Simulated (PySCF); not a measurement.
C7H7F.
SMILES with atom numbers: `[CH3:1][c:2]1[cH:3][cH:4][cH:5][cH:6][c:7]1[F:8]` (hydrogens: H9, H10, H11 on C1; H12 on C3; H13 on C4; H14 on C5; H15 on C6)

The same species was optimised twice, with GFN2-xTB and with PBE0-D3(BJ)/def2-SVP (PySCF), and the same property calculations (PySCF, gas phase) were run on both structures.

```csv
coordinate,GFN2-xTB,PBE0-D3(BJ)/def2-SVP,change
C7–F8 (Å),1.354,1.337,-0.017
C2–C3 (Å),1.388,1.398,+0.010
C3–C4 (Å),1.385,1.395,+0.010
C5–C6 (Å),1.384,1.394,+0.010
C4–C5 (Å),1.384,1.393,+0.009
C2–C7 (Å),1.391,1.398,+0.007
C6–C7 (Å),1.381,1.387,+0.006
C1–C2 (Å),1.497,1.498,+0.001
C1–C2–C3 (°),122.5,123.0,+0.5
C3–C4–C5 (°),120.3,119.9,-0.4
C2–C7–F8 (°),118.6,118.2,-0.4
C2–C3–C4 (°),121.2,121.6,+0.4
C6–C7–F8 (°),118.6,118.9,+0.3
C1–C2–C7 (°),120.5,120.2,-0.3
C3–C2–C7 (°),117.0,116.8,-0.2
C5–C6–C7 (°),118.8,118.9,+0.1
```

Rotational constants: A = 3266, B = 2203, C = 1327 MHz (GFN2-xTB) against A = 3260, B = 2183, C = 1318 MHz (PBE0-D3(BJ)/def2-SVP). Atoms that the bonding makes alike are paired by their places after alignment.

On the GFN2-xTB structure: HOMO (eV) -7.07 [PBE0/pcSseg-1]; LUMO (eV) -0.31 [PBE0/pcSseg-1]; dipole (D) 1.27 [PBE0/pcSseg-1]; GIAO shielding of C1 (ppm) 168.4 [PBE0/pcSseg-1]; GIAO shielding of C2 (ppm) 55.6 [PBE0/pcSseg-1]; GIAO shielding of C3 (ppm) 50.4 [PBE0/pcSseg-1]; GIAO shielding of C4 (ppm) 57.9 [PBE0/pcSseg-1]; GIAO shielding of C5 (ppm) 54.0 [PBE0/pcSseg-1]; GIAO shielding of C6 (ppm) 66.1 [PBE0/pcSseg-1]; GIAO shielding of C7 (ppm) 15.3 [PBE0/pcSseg-1]; GIAO shielding of F8 (ppm) 290.3 [PBE0/pcSseg-1].

Task: What do these properties become on the PBE0-D3(BJ)/def2-SVP structure?

Result: 
```
                                    property          level  on GFN2-xTB  on PBE0-D3(BJ)/def2-SVP  change
                                   HOMO (eV)  PBE0/pcSseg-1        -7.07                    -7.03   +0.04
                                   LUMO (eV)  PBE0/pcSseg-1        -0.31                    -0.36   -0.05
                                  dipole (D)  PBE0/pcSseg-1         1.27                     1.15   -0.12
energy, GFN2-xTB geometry as zero (kcal/mol)  PBE0/pcSseg-1          0.0                     -0.2    -0.2
                  GIAO shielding of C1 (ppm)  PBE0/pcSseg-1        168.4                    166.7    -1.7
                  GIAO shielding of C2 (ppm)  PBE0/pcSseg-1         55.6                     54.1    -1.5
                  GIAO shielding of C3 (ppm)  PBE0/pcSseg-1         50.4                     47.7    -2.7
                  GIAO shielding of C4 (ppm)  PBE0/pcSseg-1         57.9                     55.9    -2.0
                  GIAO shielding of C5 (ppm)  PBE0/pcSseg-1         54.0                     51.4    -2.6
                  GIAO shielding of C6 (ppm)  PBE0/pcSseg-1         66.1                     64.6    -1.5
                  GIAO shielding of C7 (ppm)  PBE0/pcSseg-1         15.3                     15.3     0.0
                  GIAO shielding of F8 (ppm)  PBE0/pcSseg-1        290.3                    290.7    +0.4
```

The heavy atoms differ by 0.011 Å rms after alignment. Among bonds between heavy atoms C7–F8 changes most (-0.017 Å). Changes are differences of the printed values. Neither structure is proved a minimum here.
